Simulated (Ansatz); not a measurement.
Molecule: sum formula SiICl2, charge 0, multiplicity 2. It need not be the lowest isomer of its formula. 
Structure (B3LYP-D3(BJ)/def2-TZVP (Ansatz, a quantum-chemistry and plane-wave program) minimum search):
```
Si
Cl 1 2.0631
Cl 1 2.0631 2 108.36
I 1 2.4657 2 110.40 3 121.01
```
Charge 0, spin multiplicity 2.

Basis-set convergence of Hartree-Fock and CCSD(T) correlation energies (hartree) with Ansatz. Cores are frozen in the correlated levels unless marked. Open shells are spin-unrestricted. No spin-orbit coupling. The frozen core is the preceding noble-gas configuration, with the filled d and f shells of earlier blocks. Past Kr the def2 sets carry scalar-relativistic core potentials.

```
basis       functions        E(HF)  E(corr, CCSD(T))
----------  ---------  -----------  ----------------
def2-SVP           80  -1504.30586          -0.48120
def2-TZVPP        176  -1504.74066          -0.68207
def2-QZVPP        292  -1504.77615          -0.75227
```

Extrapolating the two largest sets (X = 3 and 4) as X^-3: E(corr) = (64·(-0.75227) - 27·(-0.68207))/37 = -0.8035 Eh, an estimate of the basis-set limit. The largest set recovers 93.6 % of it, the smallest 59.9 %.
